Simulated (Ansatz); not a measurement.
`BOC(O)[SiH3]`, 12 atoms. Total charge 0; spin multiplicity 1. All runs use 4 threads of an Arm Neoverse V1 on a shared host. Correlated methods freeze the cores.

(1) Give the basis size and wall time and peak host memory of each of these runs in Ansatz. RKS PBE0-D4/def2-TZVP frequencies; RKS r2SCAN-D4/def2-TZVPP energy and forces; RHF-CCSD(T)/def2-TZVPP energy; RKS PBE0-D4/def2-QZVPP energy; RHF-CCSD(T)/def2-SVP energy; RKS revPBE-D4/def2-TZVPP energy; RHF-MP2/def2-QZVPP energy; RKS PBE0-D4/def2-SVP energy; RKS BHLYP-D4/def2-TZVPP energy; RKS ωB97M-V/def2-SVP energy; RKS B97M-V/def2-TZVPP energy; direct RPA on PBE orbitals/def2-TZVPP energy. (Estimate.)

## Answers

(1) Ansatz gave: Other jobs shared the machine, so times are rough.

```
                                level                job  functions  wall time  peak host memory (GiB)
                 RKS PBE0-D4/def2-SVP             energy        109      1.1 s                    0.23
             RKS revPBE-D4/def2-TZVPP             energy        264      2.2 s                    0.34
              RKS BHLYP-D4/def2-TZVPP             energy        264      2.9 s                    0.65
                 RKS ωB97M-V/def2-SVP             energy        109      3.7 s                    0.33
             RKS r2SCAN-D4/def2-TZVPP  energy and forces        264      4.8 s                    0.37
                 RHF-CCSD(T)/def2-SVP             energy        109      5.5 s                    0.53
direct RPA on PBE orbitals/def2-TZVPP             energy        264      5.5 s                    0.66
               RKS PBE0-D4/def2-QZVPP             energy        508      8.5 s                     1.8
                RKS B97M-V/def2-TZVPP             energy        264       10 s                    0.43
                   RHF-MP2/def2-QZVPP             energy        508       24 s                     3.4
                RKS PBE0-D4/def2-TZVP        frequencies        203    2.7 min                    0.51
               RHF-CCSD(T)/def2-TZVPP             energy        264      3 min                     6.6
```
